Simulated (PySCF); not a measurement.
Br2HOSb, SMILES [OH][Sb]([Br])[Br]. Coordinates come from a PBE0-D3(BJ)/def2-SVP optimisation. The structure was generated by enumeration; whether it is a known compound was not checked. The def2 effective core potentials stand for the cores of Sb; spin–orbit coupling is left out. Other conformers were not sampled.

Q: Give the equilibrium geometry at PBE0-D3(BJ)/def2-SVP (PySCF confirms it by a frequency run) as Cartesian coordinates in Å, and its point group. (An estimate is asked for; the answer gives what the named calculation found.)

A: One answer among several that fit: point group Cs.
```xyz
5

Sb     0.3843     0.8033     0.0000
Br    -0.0982    -0.8041    -1.8933
Br    -0.0982    -0.8041     1.8933
O     -1.3280     1.7666     0.0000
H     -2.1035     1.1880     0.0000
```
